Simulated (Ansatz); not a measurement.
Basis-set extrapolation for CH4BClOSi (`ClB1CO[SiH2]1`) (PBE0-D4/def2-TZVP geometry, frozen core, Ansatz 0.2.0). Multiplicity 1, RHF reference.

```csv
,def2-TZVPP,def2-QZVPP
HF,-888.282195,-888.310216
MP2 correlation,-0.797277,-0.861472
CCSD(T) correlation,-0.879714,not run
```

Energies in hartree. Use E(X) = E(∞) + A·exp(−7.88·√X) for Hartree–Fock and E(X) = E(∞) + B·X^(−2.97) for correlation, with X = 3 and 4, and add CCSD(T) minus MP2 of the smaller set to the MP2 limit.

**Question.** What is the CCSD(T) energy at the basis-set limit?

**Answer.** HF limit: -888.310216 + (-0.028021) × 0.13774 = -888.31408. MP2 limit: -0.861472 + (-0.064195) × 0.74074 = -0.90902. Higher-order term: -0.879714 − (-0.797277) = -0.08244. Total: -889.30554 hartree, 377.1 kJ/mol below CCSD(T)/def2-TZVPP.
